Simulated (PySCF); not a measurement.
[Ti(Br)4] (charge 0, multiplicity 1)

Computed with PBE-D3(BJ)/def2-TZVP // BP86-D3(BJ)/def2-SVP run with PySCF.

```json
{
 "HOMO": "-7.54 eV",
 "dipole_moment": "0.00 D",
 "HOMO–LUMO gap": "3.00 eV",
 "LUMO": "-4.54 eV",
 "charge on the central atom (Mulliken)": "0.83 e",
 "charge on the central atom (meta-Löwdin)": "0.96 e",
 "total_energy": "-11144.6246 Ha",
 "cost": "very roughly 5 core-minutes"
}
```

```xyz
5

Ti     0.0041     0.0042    -0.0012
Br    -1.9737     0.3626     1.1717
Br     1.3969     1.8534     0.2390
Br     1.0719    -1.8847     0.8403
Br    -0.4794    -0.3161    -2.2550
```
Charge 0, spin multiplicity 1.
